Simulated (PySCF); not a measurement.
**Orbital energies and ionisation energy**

C5H13BFN.
Z-matrix (Å and degrees, PBE0-D3(BJ)/def2-SVP geometry), rows numbered from 1:
```
C 
N   1  1.4720
C   2  1.4667  1  109.64
B   2  1.6631  1  110.15  3  -123.89
C   4  1.6320  2  100.46  1   -82.33
C   5  1.5261  4  106.56  2   -16.56
F   6  1.3812  5  113.70  4  -125.75
C   2  1.4757  1  110.80  3   124.08
H   1  1.0966  2  109.80  3   175.93
H   1  1.1021  2  110.59  3   -63.07
H   1  1.0966  2  108.86  3    57.77
H   3  1.0963  2  108.98  1  -179.88
H   3  1.0978  2  108.79  1   -61.67
H   3  1.1016  2  110.85  1    58.86
H   4  1.2252  2  106.90  1    41.29
H   4  1.2269  2  104.03  1   160.15
H   5  1.1004  4  110.94  2  -133.21
H   5  1.1013  4  114.76  2   106.07
H   6  1.1040  5  112.20  4   114.01
H   8  1.1028  2  111.16  1   -50.98
H   8  1.0993  2  107.77  1  -170.17
```

Level: CAM-B3LYP/def2-SVPD (PySCF). Frontier orbitals with their largest atomic shares (Löwdin; up to four atoms above 4 %):

| orbital | ε (eV) | main atoms |
| --- | --- | --- |
| HOMO−3 | -10.70 | F7 27 %, C6 19 %, C5 18 %, C8 17 % |
| HOMO−2 | -10.52 | N2 31 %, B4 19 %, C5 10 %, H15 6 % |
| HOMO−1 | -9.21 | B4 29 %, C5 28 %, H15 15 %, C6 7 % |
| HOMO | -8.98 | ? |
| LUMO | 0.92 | C1 13 %, C3 11 %, B4 11 %, H10 10 % |
| LUMO+1 | 1.57 | H19 14 %, C3 13 %, C6 10 %, H9 8 % |
| LUMO+2 | 1.94 | B4 35 %, H20 10 %, H14 6 %, C8 6 % |

Question: What vertical ionisation energy does ΔSCF give, and how far is −ε(HOMO) from it?

Answer: ΔSCF: 9.83 eV (949 kJ/mol; threshold wavelength 126 nm); ⟨S²⟩ of the doublet left behind is 0.757, against 0.75 for a pure doublet. −ε(HOMO) is 8.98 eV, 0.85 eV below it. For the exact functional −ε(HOMO) would equal the first vertical ionisation energy; CAM-B3LYP (range-separated hybrid) falls short of its own ΔSCF value by 9 %. Holes in the HOMO−1 and HOMO−2 were tried too where these lie within 1.2 eV of the HOMO; the lowest converged state counts.

Question: On which atoms does the HOMO lie?

Answer: B4 (four-coordinate boron) 33 %, H16 (B–H hydrogen) 24 %, C5 (sp3 carbon bound to boron) 13 %, H15 (B–H hydrogen) 10 %, so no atom holds as much as 40 %. The HOMO−1 lies 0.23 eV lower.

Question: What total energies stand behind the ΔSCF value?

Answer: E(N) = -377.36171 Eh and E(N − 1) = -377.00042 Eh at the same geometry, 0.36129 Eh apart.

Question: What kinetic energy would electrons from this vertical process carry with 118.2 nm light (10.49 eV)?

Answer: 10.49 − 9.83 = 0.66 eV.

Question: Shift the occupied levels rigidly so that −ε(HOMO) equals the ΔSCF value. What binding energies result?

Answer: The shift is +0.85 eV: HOMO 9.83, HOMO−1 10.06, HOMO−2 11.37, HOMO−3 11.55 eV. A rigid shift is only a rough guide to the deeper ionisations.

Question: How many of the 10 lowest singlet excitations (vertical TDDFT, same level) lie below the ionisation energy?

Answer: All 10; they run from 7.36 to 8.73 eV.

Isolated species at its PBE0-D3(BJ)/def2-SVP geometry (one conformer only).

The run behind these numbers computed excited states and ΔSCF ions as well. The run took 5.6 min on Arm Neoverse V1, one thread, on a shared host, and the process peaked at 1.4 GiB of memory.
